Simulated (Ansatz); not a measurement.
Relaxation of AlF₃H₂S (7 atoms, charge 0, multiplicity 1), to a largest force component of 0.03 eV/Å in at most 50 steps.

Level of theory: RKS B3LYP-D4/def2-SVP in Ansatz.

```xyz
7
Properties=species:S:1:pos:R:3
Al 0.082 0.265 -0.114
F -0.044 0.142 1.551
F 1.498 0.705 -0.822
F -1.296 0.135 -1.008
S 0.289 -2.996 0.977
H -1.010 -3.152 0.613
H -0.010 -1.964 1.847
```

Q: Where does it end, and by what steps?

A: The forces met the threshold. After 8 steps the energy has fallen by 0.532 eV; S5 moved furthest, 0.62 Å. Joined: Al1–S5 (3.45 → 2.51 Å).

```json
{"step": "0", "energy less start (eV)": "0.0000", "largest force component (eV/Å)": "0.806", "accepted": "yes"}
{"step": "1", "energy less start (eV)": "-0.0946", "largest force component (eV/Å)": "0.799", "accepted": "yes"}
{"step": "2", "energy less start (eV)": "-0.2551", "largest force component (eV/Å)": "0.612", "accepted": "yes"}
{"step": "3", "energy less start (eV)": "-0.4160", "largest force component (eV/Å)": "0.437", "accepted": "yes"}
{"step": "4", "energy less start (eV)": "-0.4966", "largest force component (eV/Å)": "0.511", "accepted": "yes"}
{"step": "5", "energy less start (eV)": "-0.5203", "largest force component (eV/Å)": "0.417", "accepted": "yes"}
{"step": "6", "energy less start (eV)": "-0.5312", "largest force component (eV/Å)": "0.036", "accepted": "yes"}
{"step": "7", "energy less start (eV)": "-0.5322", "largest force component (eV/Å)": "0.038", "accepted": "yes"}
{"step": "8", "energy less start (eV)": "-0.5324", "largest force component (eV/Å)": "0.023", "accepted": "yes"}
```

```xyz
7
Properties=species:S:1:pos:R:3
Al 0.059 -0.047 0.045
F -0.139 0.499 1.607
F 1.480 0.320 -0.730
F -1.319 -0.237 -0.869
S 0.327 -2.470 0.656
H -0.974 -2.730 0.375
H 0.075 -2.200 1.960
```

The run took 16 s on 2 threads of Arm Neoverse V2, with other jobs on the host, peak memory 0.17 GiB.
